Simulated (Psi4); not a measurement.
## MP2, SCS-MP2 and SOS-MP2 from spin components

System: C₂H₃BCl₂, singlet, geometry from GFN2-xTB. Level: MP2/cc-pVDZ (Psi4). Sums are taken with unrounded values, so a last digit can differ.

The Psi4 input:
```
memory 2 GB

molecule {
0 1
  B     0.11652606    0.06752544   -0.08202754
  Cl    1.23096382    1.34030012   -0.40287988
  Cl   -0.95429921    0.23427116    1.25396330
  C     0.08887607   -1.19561844   -0.98481235
  C    -0.73746253   -2.22732725   -0.81195614
  H     0.78932441   -1.23962342   -1.81059382
  H    -0.72828658   -3.08888477   -1.45947137
  H    -1.45544772   -2.23915666   -0.00760430
}

set basis cc-pvdz
set freeze_core true

energy('mp2')
print_variables()
```

It gave an SCF energy of -1021.256896 Eh, a same-spin correlation energy of -0.159475 Eh and an opposite-spin one of -0.451886 Eh.

**Question.** Work out the MP2, SCS-MP2 (6/5 and 1/3) and SOS-MP2 (1.3 and 0) correlation and total energies.

**Answer.** MP2: -0.451886 + (-0.159475) = -0.611361 Eh, total -1021.868257 Eh, as the program printed. SCS-MP2: 1.2 × (-0.451886) + (-0.159475)/3 = -0.595422 Eh, total -1021.852318 Eh. SOS-MP2: 1.3 × (-0.451886) = -0.587452 Eh, total -1021.844348 Eh. Opposite spins carry 74 % of the MP2 correlation; same-spin pairs are already kept apart by exchange.
